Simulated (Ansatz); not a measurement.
Relaxation of CH$_{7}$AlFGeN (12 atoms, charge 0, multiplicity 1), to a largest force component of 0.02 eV/Å in at most 50 steps.

Computed with RHF/def2-SVP in Ansatz 0.2.0.

```xyz
12
Properties=species:S:1:pos:R:3:forces:R:3
F -1.657 -0.585 -0.086 -0.09 -0.53 -0.06
C -0.599 0.157 -0.545 1.20 1.23 0.01
Al -1.165 2.043 -0.953 2.05 0.98 1.14
N 0.535 0.162 0.463 -4.06 0.16 1.43
Ge 1.137 -1.593 0.625 0.62 -0.38 1.41
H -0.230 -0.266 -1.498 -0.03 -0.45 0.69
H -1.921 2.824 0.195 -0.59 -0.09 -0.26
H -0.048 2.967 -1.740 -0.91 -0.60 -0.21
H 0.042 0.423 1.430 1.90 -0.59 -3.16
H 2.251 -1.596 1.745 -0.49 -0.02 -0.53
H -0.013 -2.546 1.092 0.47 0.27 -0.27
H 1.746 -2.045 -0.695 -0.06 0.02 -0.19
```

Question: Where does it end, and by what steps?

Answer: The run converged. The force dipped under the threshold on the way, but the program's further checks kept it going. After 24 steps the energy has fallen by 1.059 eV; H8 moved furthest, 1.15 Å.

| step | energy less start (eV) | largest force component (eV/Å) | accepted |
| --- | --- | --- | --- |
| 0 | 0.0000 | 4.061 | yes |
| 1 | -0.7999 | 1.493 | yes |
| 2 | -0.9740 | 0.594 | yes |
| 3 | -1.0112 | 0.762 | yes |
| 4 | -1.0328 | 0.236 | yes |
| 5 | -1.0430 | 0.204 | yes |
| 6 | -1.0476 | 0.108 | yes |
| 7 | -1.0508 | 0.112 | yes |
| 8 | -1.0510 | 0.109 | yes |
| 9 | -1.0516 | 0.085 | yes |
| 10 | -1.0527 | 0.068 | yes |
| 11 | -1.0533 | 0.040 | yes |
| 12 | -1.0544 | 0.098 | yes |
| 13 | -1.0553 | 0.058 | yes |
| 14 | -1.0561 | 0.036 | yes |
| 15 | -1.0573 | 0.064 | yes |
| 16 | -1.0569 | 0.108 | no |
| 17 | -1.0581 | 0.039 | yes |
| 18 | -1.0586 | 0.067 | yes |
| 19 | -1.0589 | 0.047 | yes |
| 20 | -1.0590 | 0.030 | yes |
| 21 | -1.0592 | 0.015 | yes |
| 22 | -1.0593 | 0.047 | yes |
| 23 | -1.0594 | 0.034 | yes |
| 24 | -1.0594 | 0.013 | yes |

```xyz
12
Properties=species:S:1:pos:R:3
F -1.582 -0.442 -0.701
C -0.363 0.287 -0.649
Al -0.995 2.181 -0.769
N 0.377 -0.032 0.510
Ge 1.066 -1.723 0.797
H 0.185 -0.058 -1.526
H -1.386 2.890 0.588
H -1.116 2.912 -2.162
H 0.059 0.437 1.338
H 2.162 -1.590 1.862
H 0.018 -2.732 1.286
H 1.652 -2.185 -0.540
```

The run took 45 s on 2 threads of Intel(R) Xeon(R) 6975P-C (Granite Rapids) (shared host), peak memory 0.34 GiB.
